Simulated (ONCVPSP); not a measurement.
iridium: one change to an ONCV potential, before and after

```json
{"Element": "iridium", "Generator": "ONCVPSP 4.0.1", "Type": "optimised norm-conserving Vanderbilt (ONCV)", "Functional": "LDA (Perdew-Wang 92)", "Relativity": "scalar-relativistic", "Frozen core": "[Kr] 4d10 4f14", "Valence charge": "17", "Reference configuration": "5s2 5p6 5d8 6s1", "Partial waves": "5s+6s: rc 1.55 bohr, ncon 3, nbas 7, qcut 8.7 1/bohr, 2 projectors; 5p: rc 1.90 bohr, ncon 4, nbas 7, qcut 5.8 1/bohr, 2 projectors, debl 2.1 Ha; 5d: rc 2.30 bohr, ncon 3, nbas 8, qcut 6.8 1/bohr, 2 projectors, debl 3 Ha; f scattering state at 0.08 Ha: rc 2.25 bohr, ncon 4, nbas 8, qcut 5.4 1/bohr, 1 projector", "Local potential": "polynomial inside 1.50 bohr (lpopt 3, dvloc0 6 Ha)", "Core correction": "none"}
```

All-electron outer shells of the reference configuration (LDA (PZ), scalar-relativistic, ld1.x):

```
shell  level (eV)  outermost node (bohr)  outermost maximum (bohr)
   5s      -95.78                   0.50                      0.89
   4f      -59.94                      –                      0.39
   5p      -52.56                   0.54                      1.01
   6s       -5.84                   1.17                      2.44
   5d       -5.65                   0.59                      1.31
```

Change: p: rc 2.4.

Cutoffs: the cutoffs (Ha) at which the residual kinetic energy of the hardest occupied pseudo-wave falls to 1 and 0.1 mHa per electron; they do not see the model core or the augmentation charge, which bear on the density cutoff. Errors are all-electron minus pseudo energies relative to the spin-unpolarised reference configuration.

**Question.** Predict the effect on cutoff, ghosts and configuration errors.

**Answer.** The potential gets neither clearly harder nor softer (26 Ha and 30 Ha → 26 Ha and 30 Ha); both files keep a bound ghost (s); the errors of the 4 common tests hardly move.

```csv
quantity,base,changed
"cutoff, loose",26 Ha,26 Ha
"cutoff, tight",30 Ha,30 Ha
loose cutoff by channel,"s 26 Ha, p 14 Ha, d 15 Ha","s 26 Ha, p 12 Ha, d 15 Ha"
bound ghosts,s,s
GHOST(+) flags under 300 eV,none,none
"error for 5s2 5p6 5d7 6s2, meV [ΔE 0.28 eV]",+8.5,+8.4
"error for 5s2 5p6 5d7 6s1, meV [ΔE 10.46 eV]",+2.5,+2.3
"error for 5s2 5p6 5d7 6s0, meV [ΔE 28.30 eV]",-5.1,-5.6
"error for 5s2 5p6 5d7 6s1.5, meV [ΔE 4.46 eV]",+5.7,+5.5
s: phases at 1.58 bohr within 0.05 rad from the reference energy up to (Ha; the scan ends near 5),to the end of the scan,to the end of the scan
d: phases at 2.33 bohr within 0.05 rad from the reference energy up to (Ha; the scan ends near 5),to the end of the scan,to the end of the scan
f: phases at 2.29 bohr within 0.05 rad from the reference energy up to (Ha; the scan ends near 5),2.0,2.0
```

 A true bound ghost makes a file unfit for plane-wave use even where its test errors are small: the radial tests pick states by their node count and pass the ghost by.
